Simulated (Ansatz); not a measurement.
Geometry optimisation, RKS BHLYP-D4/6-31G* in Ansatz.

input.yaml

```yaml
crystal:
  periodic: [false, false, false]
  atoms:
    - { symbol: O, position_ang: [1.5301, -0.6017, 2.2365] }
    - { symbol: C, position_ang: [1.154, -0.3831, 1.1086] }
    - { symbol: C, position_ang: [0.7795, -0.1867, -0.1354] }
    - { symbol: Si, position_ang: [-0.8205, 0.2564, -0.4895] }
    - { symbol: H, position_ang: [1.5287, -0.291, -0.9426] }
    - { symbol: H, position_ang: [-1.2695, 1.5394, 0.1653] }
    - { symbol: H, position_ang: [-1.0275, 0.4173, -1.9472] }
    - { symbol: H, position_ang: [-1.7827, -0.8078, -0.0514] }
basis:
  gaussian: { orbitals: "6-31G*" }
hamiltonian:
  xc: { name: BHLYP }
  dispersion: d4
relax:
  f_tol: 0.015
  max_steps: 40
```

Command:

```bash
$ ansatz run input.yaml --threads 1 --pin off --max-ram 2048MiB --backend cpu --events-out ev --progress --plain --runs-dir out
```

Problem. Where does it end, and by what steps?

Solution. It converged. After 17 steps the energy has fallen by 0.600 eV; H5 moved furthest, 0.87 Å.

| step | energy less start (eV) | largest force component (eV/Å) | accepted |
| --- | --- | --- | --- |
| 0 | 0.0000 | 5.059 | yes |
| 1 | -0.4590 | 2.133 | yes |
| 2 | -0.5449 | 0.364 | yes |
| 3 | -0.5499 | 0.134 | yes |
| 4 | -0.5524 | 0.095 | yes |
| 5 | -0.5530 | 0.105 | yes |
| 6 | -0.5537 | 0.127 | yes |
| 7 | -0.5542 | 0.038 | yes |
| 8 | -0.5557 | 0.115 | yes |
| 9 | -0.5576 | 0.164 | yes |
| 10 | -0.5599 | 0.619 | yes |
| 11 | -0.5706 | 0.331 | yes |
| 12 | -0.5878 | 0.083 | yes |
| 13 | -0.5924 | 0.419 | yes |
| 14 | -0.5957 | 0.160 | yes |
| 15 | -0.5988 | 0.087 | yes |
| 16 | -0.5994 | 0.038 | yes |
| 17 | -0.5996 | 0.010 | yes |

```xyz
8
Properties=species:S:1:pos:R:3
O 1.446 -1.278 1.955
C 1.190 -0.648 1.021
C 0.865 0.058 -0.029
Si -0.906 0.286 -0.510
H 1.676 0.494 -0.590
H -1.285 1.713 -0.483
H -1.154 -0.224 -1.872
H -1.741 -0.458 0.452
```

Whether the end is a true minimum wasn't checked by a vibrational analysis.

Run time: 31 s on 1 thread of Intel(R) Xeon(R) 6975P-C (Granite Rapids), on a shared host, peak memory 0.16 GiB.
